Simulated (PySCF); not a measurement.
SMILES [CH3][Bi]([Br])[Br] (CH3BiBr2) at its B3LYP/def2-SVP optimised geometry (Å):

```
7

Bi    -0.7190    -1.3330     0.0000
Br    -1.2873    -1.5652    -2.5817
Br     1.9347    -1.3330     0.0000
C     -0.8791     0.9508     0.0000
H     -1.9347     1.2278    -0.1358
H     -0.2724     1.3330    -0.8309
H     -0.4965     1.3269     0.9599
```

Level of theory: B3LYP/def2-TZVP, def2 effective core potentials past Kr run with PySCF. The core electrons that the potentials of Bi replace are not part of the density. Cells within 0.4 Å of a nucleus heavier than hydrogen are left out (blank, or x).

Map of the HOMO amplitude (bohr^(-3/2)) on the plane z = 0.0 Å; orbital energy -7.35 eV, overall sign arbitrary:

```
|555555555555555555555555555|
|555555556666665555555555555|
|555555666666666555555555555|
|555566666666666665555555555|
|555666666666666665555555555|
|555666666666666666555555555|
|556666666777666666655555555|
|556666677788766666665555555|
|556666677898766666666665555|
|5566666778xx666666666666655|
|555666665xxx455556666666665|
|5555555531x0245556666666666|
|555555543100234566666666666|
|555555543222344566777776666|
|555555554333345567788877666|
|555555555555445567899987666|
|555666666688655556778987666|
|5556666775xx5555555xx776666|
|5566666775xx5665434xx566666|
|556666778756776542123455555|
|556666678888876543222345555|
|556666677888876544333445555|
|556666667777766554444455555|
|555666666677666555555555555|
|555566666666666555555555555|
|555566666666665555555555555|
|555555666666665555555555555|
```
Scale: ten equal steps from -0.178 (start of '0') to 0.124 (end of '9'), in the order '0123456789'; x runs from -4.00 to 4.00, y from -4.00 (bottom) to 4.00 (top).
